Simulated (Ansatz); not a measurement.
A nudged elastic band was laid between two geometries of BH4N + H4OSi (12 atoms, charge 0, multiplicity 1).

These are results of RKS revPBE-D4/6-31G* in Ansatz 0.2.0, not measurements.

* movable images: 7
* climbing image: yes
* spring: 5.0 eV/Å²
* optimiser: quadratic models (default)
* start path: through a guess of the saddle point
* force threshold: 0.03 eV/Å
* iteration limit: 60
* end points: relaxed

First end point:

```xyz
12
Properties=species:S:1:pos:R:3
B 0.103 -0.840 0.429
N 0.175 -0.106 1.633
H -0.646 0.124 2.195
H 1.052 0.094 2.114
H 1.132 -1.143 -0.123
H -0.987 -1.098 -0.019
O -0.165 2.714 0.597
Si -1.821 2.919 0.414
H -2.355 2.422 -0.905
H -2.605 2.207 1.495
H -2.080 4.390 0.519
H 0.086 1.770 0.716
```

Last end point:

```xyz
12
Properties=species:S:1:pos:R:3
B -0.113 0.409 0.169
N 0.288 0.246 1.811
H -0.492 0.541 2.414
H 0.537 -0.721 2.056
H 0.883 -0.008 -0.405
H -1.112 -0.301 0.060
O -0.318 1.851 0.013
Si -1.848 2.477 0.172
H -2.813 2.012 -0.887
H -2.461 2.118 1.516
H -1.754 3.976 0.117
H 1.091 0.852 2.028
```

Problem. What changes between the two ends?

Solution. Bonds broken: O7–H12. Bonds formed: B1–O7, N2–H12. BH4N + H4OSi becomes BH8NOSi.

Problem. What energy profile does the band end with?

Solution. The forces met the threshold. The highest image is number 4 of 0 to 8, 37.1 kJ/mol above the first end and 110.2 kJ/mol above the last; the last end lies 73.1 kJ/mol below the first. A vibrational analysis at the climbing image gives one clearly imaginary mode, 818i cm⁻¹: a first-order saddle point. The orbitals stay closed-shell, which can raise the energy where a bond breaks towards radicals; this wasn't checked here.

| image | path coordinate (Å) | energy (kJ/mol) | O7–H12 (Å) | B1–O7 (Å) | N2–H12 (Å) |
| --- | --- | --- | --- | --- | --- |
| 0 | 0.00 | 0.0 | 0.98 | 3.57 | 2.09 |
| 1 | 0.88 | 0.1 | 0.98 | 3.50 | 2.08 |
| 2 | 1.75 | 1.0 | 0.98 | 3.23 | 2.11 |
| 3 | 2.63 | 10.6 | 0.99 | 2.55 | 2.04 |
| 4 | 3.50 | 37.1 | 1.13 | 1.70 | 1.46 |
| 5 | 4.22 | -52.4 | 1.92 | 1.50 | 1.04 |
| 6 | 4.93 | -68.0 | 2.35 | 1.47 | 1.03 |
| 7 | 5.64 | -72.4 | 2.54 | 1.46 | 1.03 |
| 8 | 6.35 | -73.1 | 2.65 | 1.46 | 1.03 |

Problem. What is the geometry of the highest image?

Solution. 
```xyz
12
Properties=species:S:1:pos:R:3
B -0.248 0.075 0.439
N 0.332 0.158 1.881
H -0.264 -0.183 2.639
H 1.285 -0.187 2.013
H 0.516 -0.329 -0.406
H -1.408 -0.288 0.392
O -0.230 1.776 0.344
Si -1.739 2.551 0.143
H -2.265 2.205 -1.212
H -2.714 2.124 1.202
H -1.516 4.030 0.247
H 0.141 1.520 1.384
```

Problem. What are the harmonic wavenumbers there?

Solution. 818i, 92, 133, 174, 412, 489, 597, 692, 701, 711, 766, 844, 897, 910, 917, 928, 952, 1094, 1136, 1199, 1292, 1604, 1886, 2186, 2199, 2228, 2484, 2578, 3452, 3546 cm⁻¹.

Time of the run: 14 min on 1 thread of Intel(R) Xeon(R) Processor @ 2.50GHz (Skylake/Cascade Lake) (shared host), peak memory 0.13 GiB.
